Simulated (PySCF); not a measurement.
Structure problem from calculated spectra and properties.

Elements present: C, H, N and Si. Monoisotopic mass: 122.0300 u.

| Property | Result |
| --- | --- |
| NMR, other nuclei | isotropic shieldings of nuclei other than C and H, by class: -109 (1 N), -87 (1 N), 427 (1 Si) ppm [GIAO PBE0/pcSseg-1] |
| Triplet | lowest triplet excitation (Tamm–Dancoff): 3.34 eV [TDA PBE0/def2-SVPD] |
| 13C NMR | chemical shifts (computed TMS as zero) by class: 165.9 (1 C), 127.2 (1 C), 113.0 (1 C), 84.4 (1 C), 5.3 (1 C) ppm [GIAO PBE0/pcSseg-1] |
| Polarisability | 94.7 au [PBE0/def2-SVPD] |
| UV, first state | lowest singlet excitation: 3.89 eV (318 nm, f = 0.001) [TDDFT PBE0/def2-SVPD] |
| Rotational structure | rotational constants A, B, C: 2.332, 1.383, 0.883 GHz [GFN2-xTB] |

Electronic properties: PySCF, gas phase, density fitting. Levels stand in brackets. One conformer (not necessarily the lowest) at the GFN2-xTB geometry, without solvent, vibrations or thermal averaging. Each NMR value is the plain mean over a class of atoms that symmetry, rotation or inversion makes alike.

Q: Which formula fits the mass and the elements?

A: C5H6N2Si (calculated 122.0300). No other formula that holds each of these elements comes within 0.0003 u with a fitting electron parity and a possible valence count.

Q: Propose a structure and show how it fits.

A: Numbering: `[CH3:1][C:2]#[C:3]/[CH:4]=[N:5]\[SiH2:6][C:7]#[N:8]`. Its formula, C5H6N2Si, gives 5 degrees of unsaturation: 0 rings and 5 π bonds in the structure found. 5 carbons fall into 5 classes; from least to most shielded: C=N carbon [C4] (165.9 ppm), cyano carbon [C7] (127.2 ppm), alkyne carbon [C2] (113.0 ppm), alkyne carbon [C3] (84.4 ppm), propargylic carbon [C1] (5.3 ppm). The other shieldings belong to: -109 ppm, C=N nitrogen [N5]; -87 ppm, cyano nitrogen [N8]; 427 ppm, SiH2 silicon [Si6]. S1 is mainly HOMO→LUMO (weight 0.99); the largest Löwdin shares of the orbital it empties are 0.58 on the C=N nitrogen, 0.10 on the C=N carbon, 0.08 on an alkyne carbon and 0.07 on the SiH2 silicon, of the orbital it fills 0.29 on the C=N carbon, 0.27 on the C=N nitrogen, 0.15 on an alkyne carbon and 0.11 on an alkyne carbon. By its constants the optimised geometry is an asymmetric top. Structure: `CC#C/C=N\[SiH2]C#N`. Computed isomers that give other values at the same levels: `N#Cc1cccn1[SiH3]` (13C chemical shifts (computed TMS as zero) by class: 134.9 (1 C), 133.3 (1 C), 119.7 (1 C), 118.0 (1 C), 112.5 (1 C) ppm); `N#Cc1ccn([SiH3])c1` (rotational constant A: 5.777 GHz; this holds for the one conformer computed). The assignments are read from this structure; whether some other isomer fits the data as well wasn't checked.

Shape of the structure used: `[CH3:1][C:2]#[C:3]/[CH:4]=[N:5]\[SiH2:6][C:7]#[N:8]`: C4–N5–Si6–C7 4°.
